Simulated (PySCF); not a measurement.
A structure optimised at TPSSh-D3(BJ)/def2-SVP, used in a PySCF frequency run:

```
Se
F 1 1.6836
F 1 1.6836 2 97.65
F 1 1.6836 2 97.65 3 98.83
```
Charge +1, spin multiplicity 1.

Write its SMILES, formula and point group.

F[Se+](F)F, F₃Se, C3v

What are its rotational constants (standard atomic weights)?

6.0187, 6.0187, 4.1413 GHz
